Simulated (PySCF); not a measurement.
Polarisability and C₆ of I⁻ (iodine, charge -1)

[Xe], closed-shell 1S. All numbers are calculated (PySCF 2.14, a scalar-relativistic core potential, in aug-cc-pwCVTZ-PP with ECP28MDF (8s7p6d4f1g, 96 functions)). Coupled (time-dependent) response in atomic units; α is the mean over directions.

```json
{"method": "UHF", "mean α (bohr³)": "56.83", "C₆ (like pair)": "805.4", "S(−4)": "708.6"}
{"method": "PBE", "mean α (bohr³)": "66.50", "C₆ (like pair)": "977.9", "S(−4)": "1133"}
{"method": "PBE0", "mean α (bohr³)": "62.23", "C₆ (like pair)": "899.5", "S(−4)": "928.9"}
{"method": "HSE06", "mean α (bohr³)": "62.82", "C₆ (like pair)": "911.4", "S(−4)": "948.1"}
```

S(−4) is the Cauchy moment in α(ω) = α(0) + S(−4) ω² + …

α(iu) at UHF:

| u (hartree) | α(iu) (bohr³) |
| --- | --- |
| 0 | 56.83 |
| 0.0500 | 55.14 |
| 0.100 | 50.84 |
| 0.200 | 39.92 |
| 0.300 | 30.44 |
| 0.500 | 18.32 |
| 0.750 | 10.93 |
| 1.00 | 7.294 |
| 1.50 | 4.033 |
| 2.00 | 2.646 |
| 3.00 | 1.463 |
| 5.00 | 0.6705 |

A single London oscillator, α(iu) = α/(1 + u²/ω²), gives C₆ = (3/4) ω α². Matching the computed C₆ needs ω = 4 × 805.4 / (3 × 56.83²) = 0.333 hartree.

For an ion, C₆ is the dispersion term alone; charge-induced terms of lower order in 1/R come first.

Energies and moments cover only the electrons outside the core potential.
